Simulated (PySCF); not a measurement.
From computed data to an observable: oscillator strength and radiative lifetime

C₂H₄BF₃, SMILES FCB(F)CF.

Coordinates come from a B3LYP-D3(BJ)/def2-SVP optimisation. This is a generated structure with no PubChem entry under its InChIKey; it may be hypothetical. The values are those of a single conformer.

TDA-PBE0/def2-SVPD (PySCF 2.14.0) puts the first singlet state with f over 0.02 at 8.13 eV (vertical), with the transition dipole (0.640, 0.547, 0.000) in atomic units.

### Question
Find the oscillator strength, the wavelength and the radiative lifetime that this transition would have in vacuum if emission retraced absorption.

### Answer

|μ|² = 0.7088 au, so |μ| = 2.14 D. ΔE = 8.13/27.211 = 0.2988 hartree. f = (2/3) ΔE |μ|² = 0.141 (the program prints 0.141).
λ = 1239.84/8.13 = 153 nm; ν = 65573 cm⁻¹.
Einstein's coefficient A = 0.6670 ν² f s⁻¹ (ν in cm⁻¹) = 4.0e8 s⁻¹, so τ = 1/A = 2.5 ns. This state is S4; the lower singlets have f = 0.000, 0.005, 0.002. The figure is the radiative limit of this one transition; relaxation, internal conversion, crossing to triplets and a medium change what is measured.
